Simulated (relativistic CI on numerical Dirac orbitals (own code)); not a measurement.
## d7 in a ligand field

Computed with a parametric ligand-field model of a d^n configuration (Racah B and C, spin-orbit zeta, crystal field), exact diagonalisation.

Field parameters in Wybourne normalisation: Oh B⁴₀ = 21Dq, B⁴₄ = √(5/14) B⁴₀; Td as Oh with Dq negative (B⁴₀ = 21Dq, B⁴₄ = √(5/14) B⁴₀). The field is a parameter set, without covalency.

Problem. Lowest levels for B = 940, C = 3680, ζ = 340 cm⁻¹, Td, 10Dq = -10800 cm⁻¹?

Solution. Γ8 0 (S 1.50), Γ8 10683 (S 1.50), Γ6 10726 (S 1.50), Γ8 10871 (S 1.50), Γ7 10959 (S 1.50), Γ6 17143 (S 1.46), Γ8 17288 (S 1.36), Γ8 17417 (S 0.67), Γ7 17674 (S 1.50) cm⁻¹, with S from ⟨S²⟩ = S(S + 1). The ground level has 4.00 electrons in the cubic e pair.

Problem. Lowest levels for B = 420, C = 2130, ζ = 700 cm⁻¹, Oh, 10Dq = 4450 cm⁻¹?

Solution. Γ6 0 (S 1.49), Γ8 398 (S 1.49), Γ8 1041 (S 1.48), Γ7 1365 (S 1.50), Γ8 4644 (S 1.47), Γ6 4648 (S 1.49), Γ8 4810 (S 1.49), Γ7 5084 (S 1.49), Γ8 6038 (S 0.56) cm⁻¹, with S from ⟨S²⟩ = S(S + 1). The ground level has 2.10 electrons in the cubic e pair.

Problem. Lowest levels for B = 500, C = 1950, ζ = 3350 cm⁻¹, Oh, 10Dq = 34550 cm⁻¹?

Solution. Γ8 0 (S 0.54), Γ6 22242 (S 1.48), Γ8 23733 (S 1.43), Γ7 27897 (S 1.49), Γ8 28057 (S 1.48), Γ8 31416 (S 0.55), Γ7 34480 (S 0.53), Γ8 34633 (S 0.59), Γ6 35393 (S 0.53) cm⁻¹, with S from ⟨S²⟩ = S(S + 1). The ground level has 1.05 electrons in the cubic e pair.

Problem. Lowest levels for B = 580, C = 2670, ζ = 310 cm⁻¹, Td, 10Dq = -6650 cm⁻¹?

Solution. Γ8 0 (S 1.50), Γ8 6538 (S 1.50), Γ6 6589 (S 1.50), Γ8 6723 (S 1.50), Γ7 6802 (S 1.50), Γ6 10485 (S 1.49), Γ8 10661 (S 1.48), Γ7 10949 (S 1.50), Γ8 10984 (S 1.50) cm⁻¹, with S from ⟨S²⟩ = S(S + 1). The ground level has 4.00 electrons in the cubic e pair.

Problem. Lowest levels for B = 380, C = 1900, ζ = 520 cm⁻¹, Oh, 10Dq = 31100 cm⁻¹?

Solution. Γ8 0 (S 0.50), Γ6 21670 (S 1.50), Γ8 21954 (S 1.50), Γ7 22467 (S 1.50), Γ8 22472 (S 1.50), Γ8 29356 (S 0.50), Γ6 29729 (S 0.50), Γ8 29984 (S 0.50), Γ7 30170 (S 0.50) cm⁻¹, with S from ⟨S²⟩ = S(S + 1). The ground level has 1.01 electrons in the cubic e pair.
